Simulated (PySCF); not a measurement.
## Simulated absorption spectrum

Compound: (F3Si)2O.
Structure used (PBE0-D3(BJ)/def2-SVP), in Å, numbered top down from 1:
```
atom  x, y, z in Å
Si1    1.007   -1.234    0.223
F2     1.897   -0.798    1.466
F3     1.918   -1.258   -1.080
F4     0.438   -2.694    0.479
O5    -0.220   -0.200    0.025
Si6   -1.023    1.182   -0.223
F7    -0.129    2.424    0.209
F8    -1.398    1.327   -1.760
F9    -2.359    1.182    0.635
```

The calculation used TDDFT wB97X-D/def2-SVPD, vertical, gas phase, core orbitals frozen in the response (PySCF 2.14.0, density-fitted response routines).

Each state is given a Gaussian of 0.5 eV full width at half maximum, with ε(max) = 2.175×10⁸ f / Δν̃ (Δν̃ the width in cm⁻¹). The width is an assumption, not a result. The curve ends short of the highest state used, and states not computed would add to its high-energy end.

| E (eV) | ε (L mol⁻¹ cm⁻¹) |
| --- | --- |
| 9.36 | 3 |
| 9.41 | 6 |
| 9.46 | 14 |
| 9.51 | 28 |
| 9.56 | 55 |
| 9.61 | 100 |
| 9.66 | 174 |
| 9.71 | 285 |
| 9.76 | 442 |
| 9.81 | 650 |
| 9.86 | 906 |
| 9.91 | 1195 |
| 9.96 | 1493 |
| 10.01 | 1768 |
| 10.06 | 1982 |
| 10.11 | 2105 |
| 10.16 | 2117 |
| 10.21 | 2017 |
| 10.26 | 1821 |
| 10.31 | 1557 |
| 10.36 | 1261 |
| 10.42 | 911 |
| 10.47 | 655 |
| 10.52 | 446 |
| 10.57 | 287 |
| 10.62 | 176 |
| 10.67 | 102 |
| 10.72 | 56 |
| 10.77 | 30 |
| 10.82 | 17 |
| 10.87 | 11 |
| 10.92 | 11 |
| 10.97 | 16 |
| 11.02 | 24 |
| 11.07 | 37 |
| 11.12 | 56 |
| 11.17 | 87 |
| 11.22 | 138 |
| 11.27 | 225 |
| 11.32 | 381 |
| 11.37 | 658 |
| 11.42 | 1138 |
| 11.47 | 1934 |
| 11.52 | 3188 |

Question: Where are the band maxima, and which computed states make them?

Answer: 122 nm (10.14 eV), ε about 2100, made up of S1 (49%) and S2 (51%) (ε in L mol⁻¹ cm⁻¹; maxima over ε = 5, shares over 10%). At its high-energy end, 11.52 eV, the curve is still rising (ε about 3200, from S7, S8 and S9). The states used: S1 10.11 eV (f 0.019); S2 10.17 eV (f 0.020); S3 11.15 eV (f 0.0000); S4 11.15 eV (f 0.0000); S5 11.39 eV (f 0.0000); S6 11.42 eV (f 0.0022); S7 11.93 eV (f 0.136); S8 11.94 eV (f 0.139); S9 12.05 eV (f 0.405); S10 12.12 eV (f 0.0023).

Question: What would ε be at 10.14 eV, the highest of these maxima, with half the width (0.25 eV)?

Answer: About 4110 L mol⁻¹ cm⁻¹ against 2130, a factor of about 1.9; a lone state at its own centre would give exactly 2.

Question: Coming from long wavelengths, where does ε first pass 100 L mol⁻¹ cm⁻¹?

Answer: At about 129 nm (9.61 eV), 0.50 eV below S1.
